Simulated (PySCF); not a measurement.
A calculated (B97-3, PySCF 2.14, aug-cc-pVDZ, no relativity, point nucleus) atom or ion has these occupied shells.

| shell | electrons | orbital energy (eV) | rms radius, mean of both spins (bohr) |
| --- | --- | --- | --- |
| 1s β | 1 | -8201.0 | 0.0635 |
| 1s α | 1 | -8201.0 | 0.0635 |
| 2s α | 1 | -1011.1 | 0.269 |
| 2s β | 1 | -1008.9 | 0.269 |
| 2p α | 3 | -884.84 | 0.240 |
| 2p β | 3 | -882.97 | 0.240 |
| 3s α | 1 | -144.46 | 0.800 |
| 3s β | 1 | -140.06 | 0.800 |
| 3p α | 3 | -105.39 | 0.841 |
| 3p β | 3 | -100.43 | 0.841 |
| 3d α | 5 | -40.199 | 1.02 |
| 3d β | 2 | -37.434 | 1.02 |
| 4s β | 1 | -24.552 | 2.50 |

**Question.** Name the element and its charge.

**Answer.** Ni²⁺ (nickel, charge +2), in [Ar] 3d7 4s1, 4s spin antiparallel (an excited configuration).
